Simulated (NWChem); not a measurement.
System meant: Sb anion, triplet

Input file for NWChem:

```
start job
memory heap 200 mb stack 900 mb global 1100 mb
charge -1
geometry units angstroms noautoz
  Sb     0.000000     0.000000     0.000000
end
basis spherical
  * library def2-svp
end
dft
  odft
  mult 3
  xc xpbe96 cpbe96
  iterations 150
  mulliken
end
task dft energy
```

End of the output:

```
             Grid Information
             ----------------
          Grid used for XC integration:  medium
          Radial quadrature: Mura-Knowles
          Angular quadrature: Lebedev.
          Tag              B.-S. Rad. Rad. Pts. Rad. Cut. Ang. Pts.
          ---              ---------- --------- --------- ---------
          Sb                  1.45      123           6.0       590
          Grid pruning is: on
          Number of quadrature shells:   123
          Spatial weights used:  Erf1

          Convergence Information
          -----------------------
          Convergence aids based upon iterative change in
          total energy or number of iterations.
          Levelshifting, if invoked, occurs when the
          HOMO/LUMO gap drops below (HL_TOL):  1.00D-02
          DIIS, if invoked, will attempt to extrapolate
          using up to (NFOCK): 10 stored Fock matrices.

                    Damping( 0%)  Levelshifting(0.5)       DIIS
                  --------------- ------------------- ---------------
          dE  on:    start            ASAP                start
          dE off:    2 iters        150 iters           150 iters

      Screening Tolerance Information
      -------------------------------
          Density screening/tol_rho:  1.00D-10
          AO Gaussian exp screening on grid/accAOfunc:  14
          CD Gaussian exp screening on grid/accCDfunc:  20
          XC Gaussian exp screening on grid/accXCfunc:  20
          Schwarz screening/accCoul:  1.00D-08

      Superposition of Atomic Density Guess
      -------------------------------------

      charge =      51.0 Sb (Antinomy)

      symmetry species            s     p     d     f
      number of basis functions =10     7     6
      number of cont. functions = 4     4     2
      number of closed shells   = 5     3     2
      number of open shells     = 0     1     0
      open shell occupation     = 0     3     0
 ------------------------------------------------------------------------
 atomscf:atomd: error in atom scf                   0
 ------------------------------------------------------------------------
 ------------------------------------------------------------------------
  current input line :
    17: task dft energy
 ------------------------------------------------------------------------
 ------------------------------------------------------------------------
 This error has not yet been assigned to a category
 ------------------------------------------------------------------------
 For more information see the NWChem manual at https://nwchemgit.github.io

0:atomscf:atomd: error in atom scf:Received an Error in Communication
```

### Question
What is wrong, and how is it mended?

### Answer
The run crashed. Cause: the def2 basis of a heavy element holds valence functions alone and wants its effective core potential (without it all electrons must fit into that basis). This input runs:
```
start job
memory heap 200 mb stack 900 mb global 1100 mb
charge -1
geometry units angstroms noautoz
  Sb     0.000000     0.000000     0.000000
end
basis spherical
  * library def2-svp
end
ecp
  Sb library def2-ecp
end
dft
  odft
  mult 3
  xc xpbe96 cpbe96
  iterations 150
  mulliken
end
task dft energy
```
It converges to -240.21557 Ha (PBE/def2-SVP with def2 effective core potentials on Sb, spin-unrestricted).
